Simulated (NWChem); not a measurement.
Program: NWChem. System: H2, charge 0, spin multiplicity 1, at a geometry optimised with PBE/def2-SVP. The structure started from a generated list of species. Level: LDA (SVWN5)/def2-QZVP.

NWChem printed:

```
             Northwest Computational Chemistry Package (NWChem) 7.3.0
             --------------------------------------------------------

                                NWChem Input Module
                                -------------------

 Scaling coordinates for geometry "geometry" by  1.889725989
 (inverse scale =  0.529177249)

 Turning off AUTOSYM since
 SYMMETRY directive was detected!

                             Geometry "geometry" -> ""
                             -------------------------

 Output coordinates in angstroms (scale by  1.889725989 to convert to a.u.)

  No.       Tag          Charge          X              Y              Z
 ---- ---------------- ---------- -------------- -------------- --------------
    1 H                    1.0000     0.00000000     0.00000000     0.38416800
    2 H                    1.0000     0.00000000     0.00000000    -0.38416800

 Effective nuclear repulsion energy (a.u.)       0.6887315562

            Nuclear Dipole moment (a.u.)
            ----------------------------
        X                 Y               Z
 ---------------- ---------------- ----------------
     0.0000000000     0.0000000000     0.0000000000

      Symmetry information
      --------------------

 Group name             D2h
 Group number             26
 Group order               8
 No. of unique centers     1

      Symmetry unique atoms

     1


 Summary of "ao basis" -> "" (spherical)
 ------------------------------------------------------------------------------
       Tag                 Description            Shells   Functions and Types
 ---------------- ------------------------------  ------  ---------------------
 *                         def2-qzvp                  on all atoms

                                 NWChem DFT Module
                                 -----------------

 Summary of "ao basis" -> "ao basis" (spherical)
 ------------------------------------------------------------------------------
       Tag                 Description            Shells   Functions and Types
 ---------------- ------------------------------  ------  ---------------------
 H                         def2-qzvp                10       30   4s3p2d1f

 Summary of "ao basis" -> "ao basis" (spherical)
 ------------------------------------------------------------------------------
       Tag                 Description            Shells   Functions and Types
 ---------------- ------------------------------  ------  ---------------------
 H                         def2-qzvp                10       30   4s3p2d1f

      Symmetry analysis of basis
      --------------------------

        ag         13
        au          3
        b1g         3
        b1u        13
        b2g         7
        b2u         7
        b3g         7
        b3u         7

            General Information
            -------------------
          SCF calculation type: DFT
          Wavefunction type:  closed shell.
          No. of atoms     :     2
          No. of electrons :     2
           Alpha electrons :     1
            Beta electrons :     1
          Charge           :     0
          Spin multiplicity:     1
          Use of symmetry is: on ; symmetry adaption is: on
          Maximum number of iterations: 100
          AO basis - number of functions:    60
                     number of shells:    20
          Convergence on energy requested:  1.00D-06
          Convergence on density requested:  1.00D-05
          Convergence on gradient requested:  5.00D-04

              XC Information
              --------------
                        Slater Exchange Functional  1.000 local
                      VWN V Correlation Functional  1.000 local

             Grid Information
             ----------------
          Grid used for XC integration:  medium
          Radial quadrature: Mura-Knowles
          Angular quadrature: Lebedev.
          Tag              B.-S. Rad. Rad. Pts. Rad. Cut. Ang. Pts.
          ---              ---------- --------- --------- ---------
          H                   0.35       45           7.0       434
          Grid pruning is: on
          Number of quadrature shells:    45
          Spatial weights used:  Erf1
[...]
      -------------------------------------

 Sum of atomic energies:          -0.99996579

      Non-variational initial energy
      ------------------------------

 Total energy =      -0.849113
 1-e energy   =      -2.192327
 2-e energy   =       0.654483
 HOMO         =      -0.572315
 LUMO         =       0.097096

      Symmetry analysis of molecular orbitals - initial
      -------------------------------------------------

 !! scf_movecs_sym_adapt:   38 vectors were symmetry contaminated

  Symmetry fudging

 !! scf_movecs_sym_adapt:   36 vectors were symmetry contaminated

  Numbering of irreducible representations:

     1 ag          2 au          3 b1g         4 b1u         5 b2g
     6 b2u         7 b3g         8 b3u

  Orbital symmetries:

     1 ag          2 b1u         3 ag          4 b1u         5 b3u
     6 b2u         7 ag          8 b3g         9 b2g        10 b1u
    11 ag

------------------------------------------------------------
EAF file 0: "./mol.aoints.0" size=524288 bytes
------------------------------------------------------------
               write      read    awrite     aread      wait
               -----      ----    ------     -----      ----
     calls:        1         0         0         0         0
   data(b): 5.24e+05  0.00e+00  0.00e+00  0.00e+00
   time(s): 0.00e+00  0.00e+00  0.00e+00  0.00e+00  0.00e+00
rate(mb/s): 0.00e+00  0.00e+00
------------------------------------------------------------

 !! scf_movecs_sym_adapt:   28 vectors were symmetry contaminated

  Symmetry fudging

 !! scf_movecs_sym_adapt:   28 vectors were symmetry contaminated

   convergence    iter        energy       DeltaE   RMS-Dens  Diis-err    time
 ---------------- ----- ----------------- --------- --------- ---------  ------
 d= 0,ls=0.0,diis     1     -1.1372220512 -1.83D+00  4.14D-04  5.97D-03     0.1

 !! scf_movecs_sym_adapt:   28 vectors were symmetry contaminated

  Symmetry fudging

 !! scf_movecs_sym_adapt:   28 vectors were symmetry contaminated

 d= 0,ls=0.0,diis     2     -1.1377485398 -5.26D-04  1.11D-04  1.69D-04     0.1

 !! scf_movecs_sym_adapt:   28 vectors were symmetry contaminated

  Symmetry fudging

 !! scf_movecs_sym_adapt:   28 vectors were symmetry contaminated

 d= 0,ls=0.0,diis     3     -1.1377812817 -3.27D-05  1.84D-05  8.39D-06     0.1

 !! scf_movecs_sym_adapt:   28 vectors were symmetry contaminated

  Symmetry fudging

 !! scf_movecs_sym_adapt:   28 vectors were symmetry contaminated

 d= 0,ls=0.0,diis     4     -1.1377829003 -1.62D-06  1.26D-07  3.89D-10     0.2

 !! scf_movecs_sym_adapt:   28 vectors were symmetry contaminated

  Symmetry fudging

 !! scf_movecs_sym_adapt:   28 vectors were symmetry contaminated

 d= 0,ls=0.0,diis     5     -1.1377829004 -6.45D-11  1.87D-09  1.80D-14     0.2

         Total DFT energy =       -1.137782900368
      One electron energy =       -2.460230988224
           Coulomb energy =        1.278876135392
    Exchange-Corr. energy =       -0.645159603783
 Nuclear repulsion energy =        0.688731556246

 Numeric. integr. density =        1.999999846647

     Total iterative time =      0.1s

                  Occupations of the irreducible representations
                  ----------------------------------------------

                     irrep           alpha         beta
                     --------     --------     --------
                     ag                1.0          1.0
                     au                0.0          0.0
                     b1g               0.0          0.0
                     b1u               0.0          0.0
                     b2g               0.0          0.0
                     b2u               0.0          0.0
                     b3g               0.0          0.0
                     b3u               0.0          0.0

                       DFT Final Molecular Orbital Analysis
                       ------------------------------------

 Vector    1  Occ=2.000000D+00  E=-3.726102D-01  Symmetry=ag
              MO Center=  9.7D-33,  9.8D-33,  1.2D-17, r^2= 7.7D-01
   Bfn.  Coefficient  Atom+Function         Bfn.  Coefficient  Atom+Function
  ----- ------------  ---------------      ----- ------------  ---------------
     3      0.227220  1 H  s                 33      0.227220  2 H  s
     2      0.196995  1 H  s                 32      0.196995  2 H  s
     1      0.108243  1 H  s                 31      0.108243  2 H  s
     4      0.085899  1 H  s                 34      0.085899  2 H  s

 Vector    2  Occ=0.000000D+00  E= 2.559220D-02  Symmetry=b1u
              MO Center= -2.4D-17, -9.9D-18, -1.2D-16, r^2= 3.6D+00
   Bfn.  Coefficient  Atom+Function         Bfn.  Coefficient  Atom+Function
  ----- ------------  ---------------      ----- ------------  ---------------
     4      2.207159  1 H  s                 34     -2.207159  2 H  s
     3     -0.605669  1 H  s                 33      0.605669  2 H  s
    13      0.308982  1 H  pz                43      0.308982  2 H  pz
    10      0.085716  1 H  pz                40      0.085716  2 H  pz
     1      0.049800  1 H  s                 31     -0.049800  2 H  s

 Vector    3  Occ=0.000000D+00  E= 1.084272D-01  Symmetry=ag
              MO Center=  6.4D-34,  8.8D-34, -5.2D-17, r^2= 4.6D+00
   Bfn.  Coefficient  Atom+Function         Bfn.  Coefficient  Atom+Function
  ----- ------------  ---------------      ----- ------------  ---------------
     4      0.965156  1 H  s                 34      0.965156  2 H  s
     3     -0.834771  1 H  s                 33     -0.834771  2 H  s
     2      0.098389  1 H  s                 32      0.098389  2 H  s
     1     -0.055932  1 H  s                 31     -0.055932  2 H  s
    21     -0.053878  1 H  d  0              51     -0.053878  2 H  d  0

 Vector    4  Occ=0.000000D+00  E= 2.877942D-01  Symmetry=b1u
              MO Center= -5.8D-33, -9.7D-34, -3.8D-16, r^2= 4.5D+00
   Bfn.  Coefficient  Atom+Function         Bfn.  Coefficient  Atom+Function
  ----- ------------  ---------------      ----- ------------  ---------------
     3      5.368720  1 H  s                 33     -5.368720  2 H  s
     4     -3.721375  1 H  s                 34      3.721375  2 H  s
    13     -1.323238  1 H  pz                43     -1.323238  2 H  pz
     2      0.864202  1 H  s                 32     -0.864202  2 H  s
    10     -0.349398  1 H  pz                40     -0.349398  2 H  pz

 center of mass
 --------------
 x =   0.00000000 y =   0.00000000 z =   0.00000000

 moments of inertia (a.u.)
 ------------------
           1.062319534846           0.000000000000           0.000000000000
           0.000000000000           1.062319534846           0.000000000000
           0.000000000000           0.000000000000           0.000000000000

     Multipole analysis of the density
     ---------------------------------

     L   x y z        total         alpha         beta         nuclear
     -   - - -        -----         -----         ----         -------
     0   0 0 0     -0.000000     -1.000000     -1.000000      2.000000

     1   1 0 0      0.000000      0.000000      0.000000      0.000000
     1   0 1 0      0.000000      0.000000      0.000000      0.000000
     1   0 0 1     -0.000000     -0.000000     -0.000000      0.000000

     2   2 0 0     -1.640947     -0.820473     -0.820473      0.000000
     2   1 1 0      0.000000      0.000000      0.000000      0.000000
     2   1 0 1     -0.000000     -0.000000     -0.000000      0.000000
     2   0 2 0     -1.640947     -0.820473     -0.820473      0.000000
     2   0 1 1     -0.000000     -0.000000     -0.000000      0.000000
     2   0 0 2     -1.183373     -1.118722     -1.118722      1.054071

 Task  times  cpu:        0.2s     wall:        0.2s

 Total times  cpu:        0.2s     wall:        0.2s
```

Question: Write an NWChem input that would produce this output.

Answer: This is not unique; one that fits is 
```
start mol
memory heap 200 mb stack 900 mb global 1100 mb
geometry units angstroms nocenter noautoz
  H      0.000000     0.000000     0.384168
  H      0.000000     0.000000    -0.384168
  symmetry group D2h
end
basis spherical
  * library def2-qzvp
end
dft
  xc slater vwn_5
  semidirect memsize 60000000 filesize 0
  iterations 100
end
task dft energy
```
